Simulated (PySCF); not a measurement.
**Structure from NMR data**

The spectra below were simulated for a compound C₄H₁₁NOSi₂.

¹H NMR (500 MHz, computed): δ 6.52 (m, 2H), 6.43 (m, 2H), 6.01 (m, 2H), 5.55 (s, 2H), 0.43 (br s, 2H), 0.31 (br s, 1H).

¹³C{¹H} NMR (computed): δ 149.5 (2C), 142.1 (2C).

[PySCF: geometry from GFN2-xTB; shieldings: GIAO PBE0/pcSseg-1; non-relativistic; equivalent nuclei averaged; one computed conformer; isolated molecule]

Chemical shifts δ = σref − σ; ¹H (31.72 ppm) and ¹³C (186.93 ppm) against TMS, all at this level.

Question: What is the structure?

Answer: 
- Rings plus π bonds: 2 (no ring in the answer).
- 2 carbon signals for 4 carbons: some carbons are equivalent by symmetry or fast rotation.
- Carbon types of the structure: 2 × CH, 2 × CH2, leaving 5 H on heteroatoms.
- δC 149.5: alkene CH; the olefinic region.
- δC 142.1: terminal =CH2 carbon; the olefinic region.
- δH 6.52: hydrogen on an alkene CH; olefinic region.
- δH 6.43, 6.01: hydrogen on a terminal =CH2 carbon; attached to an sp2 carbon and in the plane of the double bond.
- δH 5.55: hydrogen on a silicon bonded to O, Si.
- δH 0.43: hydrogen on a nitrogen bonded to Si; labile proton, position sensitive to the medium.
- δH 0.31: hydrogen on an oxygen bonded to Si; exchangeable, gas-phase position.

Structure: SMILES N[Si](C=C)(C=C)[SiH2]O.

The shifts were computed for this structure.

Exchangeable OH/NH protons stand at their gas-phase positions; hydrogen bonding in a real sample shifts them, mostly to higher δ. Shifts are as computed. Against solution values, carbons near 30 ppm lie about +3 ppm off and those near 130 ppm about +5 ppm. Of 1211 compounds with measured shifts, 218 miss one by over three times the rms of a fit or turn the order of signals round; such compounds aren't used in these exercises. Multiplicities follow the n + 1 count of equivalent neighbours, as no J values were calculated; m marks all less simple cases, F and P coupling included.
